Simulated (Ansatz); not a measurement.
A made-up structure of GaNH3, doublet:

```
5
angstrom
N -0.0632 0.5171 -0.2354
Ga 0.3749 -1.2366 0.1589
H -0.1058 -1.8817 1.4603
H -0.8911 0.6772 -0.8092
H 0.6085 1.2390 0.0256
```

It is relaxed with PBE-D4/def2-SVP and then PBE0-D4/def2-TZVP (Ansatz 0.2.0). Atoms count as bonded within 1.22 times the sum of their covalent radii (H–H: 0.88 Å). The end point is not checked to be a true minimum.

Question: Does its bonding change? (Judge from chemistry; the calculation decides.)

Answer: The calculation gives: No: no bond forms or breaks.

Where it ends: The first stage lowers the energy by 0.58 eV in 15 steps. It ends as GaNH₃ ([NH2][GaH]):
N1  (-0.111, 0.447, -0.271)
Ga2  (-0.229, -1.329, 0.138)
H3  (0.410, -1.794, 1.522)
H4  (-0.475, 0.858, -1.113)
H5  (0.328, 1.132, 0.324)
(Å)

Labels in which every atom is bracketed show which atoms are joined, not bond orders.

For scale, one of the runs: PBE0-D4/def2-TZVP relaxation, 97 basis functions, launched by `ansatz run in.yaml --threads 2 --pin off --events-out ev --progress --plain --max-ram 4352MiB`. Hardware: 2 CPU threads of an Arm Neoverse V1, shared host. Wall time about 13 s.
